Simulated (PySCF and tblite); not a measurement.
Values are calculated unless marked as measured or tabulated.
C₃H₄F₄, numbered as in [F:1][CH2:2][CH2:3][C:4]([F:5])([F:6])[F:7].

Geometries PBE0-D3(BJ)/def2-SVP; weights from PBE0-D3(BJ)/def2-TZVP energies and GFN2-xTB thermal corrections, with symmetry numbers and mirror pairs. Conformers within 4 kcal/mol (GFN2-xTB free energy) were kept, 7 at most. Run with PySCF (density fitting) and tblite.

Rotational constants are equilibrium values for the commonest isotopes; dipoles come from the energy level named.

Torsions listed: F1–C2–C3–C4. Of a mirror pair one member is shown.

```tsv
conformer	shape	symmetry
1	180°	Cs
2	-69°	C1 (pair)
```

Question: Give the rotational constants and dipole components, as needed to look for these species in a jet-cooled rotational spectrum.

Answer: 
| conformer | A (MHz) | B (MHz) | C (MHz) | abs μa (D) | abs μb (D) | abs μc (D) | κ | Ic−Ia−Ib (u Å²) |
| --- | --- | --- | --- | --- | --- | --- | --- | --- |
| 1 | 5092 | 1432 | 1413 | 0.42 | 0.16 | 0.00 | -0.99 | -94.5 |
| 2 | 4588 | 1782 | 1703 | 0.93 | 2.55 | 0.83 | -0.95 | -97.0 |

Question: Which type of transition is strongest for conformer 1?

Answer: a-type, since that component is clearly the largest; the top is near-prolate.
